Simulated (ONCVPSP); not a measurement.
## Ranking ONCV potentials for nickel (Ni)

All share these settings but for the change named:

Ni, optimised norm-conserving Vanderbilt (ONCV), made with ONCVPSP 4.0.1 (PBE, scalar-relativistic). Core [Ne], reference 3s2 3p6 3d8 4s2. Waves: 3s+4s: rc 1.10 bohr, ncon 3, nbas 7, qcut 12.6 1/bohr, 2 projectors; 3p: rc 0.85 bohr, ncon 3, nbas 7, qcut 11.7 1/bohr, 2 projectors, debl 3.6 Ha; 3d: rc 1.45 bohr, ncon 5, nbas 10, qcut 11 1/bohr, 2 projectors, debl 1.9 Ha. Local part: polynomial inside 0.75 bohr (lpopt 5, dvloc0 0 Ha). Core correction: none.

Test errors are all-electron minus pseudo excitation energies from the reference, over 3s2 3p6 3d8 4s1; 3s2 3p6 3d8 4s0; 3s2 3p6 3d7 4s0; 3s2 3p6 3d9 4s0. None of these files shows a bound ghost.

The base gives 33.7 meV.

Of 5 variants that were run, those that failed, showed a ghost or another fault, or gave nearly equal values are left out.

A variant can come out equal or close to the base, since the largest error may sit in a test that the change hardly touches while other tests move.

Q: Rank these variants by their largest absolute test error, smallest first.
A. d: qcut 9
B. s: qcut 14; p: qcut 13; d: qcut 12.2
C. local potential polynomial inside 0.65 bohr (lpopt 5, dvloc0 0 Ha)

A: B (27.0 meV), C (33.7 meV), A (53.1 meV).
